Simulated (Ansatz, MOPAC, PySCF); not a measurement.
Complex: C2H2 (SMILES C#C) (first 4 atoms) with H2S (SMILES S); geometry from B3LYP-D3(BJ)/def2-TZVP, rigid monomers moved along the line of their centres of mass till C2···H7 is 2.39 Å.
(charge 0, multiplicity 1):
| atom | x (Å) | y (Å) | z (Å) |
|---|---|---|---|
| C | -0.5123 | 0.7521 | 0.1693 |
| C | -0.5379 | -0.4381 | 0.0418 |
| H | -0.4887 | 1.8089 | 0.2820 |
| H | -0.5590 | -1.4951 | -0.0700 |
| S | 0.8842 | -0.3159 | 3.4554 |
| H | -0.3696 | -0.3313 | 3.9353 |
| H | 0.4620 | -0.1184 | 2.1944 |

| level | interaction energy (kJ/mol) | minus CCSD(T)/CBS(aug-cc-pV(D+d)Z, aug-cc-pV(T+d)Z) | cost |
|---|---|---|---|
| PM3 | -0.1 | 4.5 | - |
| HF/3-21G (no counterpoise) | 0.5 | 5.1 | - |
| HF/aug-cc-pV(D+d)Z | 7.3 | 11.9 | - |
| HF/aug-cc-pV(T+d)Z | 7.1 | 11.8 | - |
| r2SCAN-D3(BJ)/def2-TZVPPD | -6.0 | -1.4 | ×2 |
| r2SCAN-D4/def2-TZVPPD | -5.7 | -1.1 | ×2 |
| B3LYP/6-31G* (no counterpoise) | -3.7 | 0.9 | - |
| PBE0-D3(BJ)/def2-TZVPPD | -7.2 | -2.5 | ×1 |
| M06-2X/6-31G* (no counterpoise) | -7.3 | -2.7 | - |
| wB97M-V/def2-TZVPPD | -4.0 | 0.6 | ×3 |
| MP2/aug-cc-pV(T+d)Z | -5.6 | -1.0 | - |
| SCS-MP2/aug-cc-pV(T+d)Z | -2.4 | 2.2 | - |
| CCSD/aug-cc-pV(D+d)Z | 0.5 | 5.1 | - |
| CCSD(T)/CBS(aug-cc-pV(D+d)Z, aug-cc-pV(T+d)Z) | -4.6 | 0.0 | ×50* |

 The comparison column counts from a level with limits of its own.

The rows run from -7.3 (M06-2X/6-31G* (no counterpoise)) to 7.3 kJ/mol (HF/aug-cc-pV(D+d)Z).

Interaction energies are E(AB) − E(A) − E(B) at the monomers' geometry in the complex; basis-set methods are counterpoise corrected. Rows marked so take none.

Correlated levels freeze the cores. CBS(a, b) extrapolates the correlation energy as X⁻³ and adds the Hartree–Fock energy of set b. Rows in 3-21G, 6-31G* carry no dispersion term and start afresh at each structure (6-31G* with six Cartesian d functions). The state that PM3 reach isn't checked.

Run with Ansatz (Gaussian basis) for Hartree–Fock, density functionals and correlated methods; MOPAC for PM3 (differences of heats of formation); PySCF for 3-21G rows, 6-31G* rows, the dispersion terms. Each number belongs to the level named beside it.

Costs are rough ratios of core time to PBE/def2-TZVPPD (about 4 s over the structures, on one shared machine); a dash marks a level with no comparable run of its own. A star marks coupled-cluster runs past 200 virtual orbitals, where the program's memory plan changes under this machine's limit, so their costs aren't comparable with smaller runs.

Ansatz is an electronic-structure program.
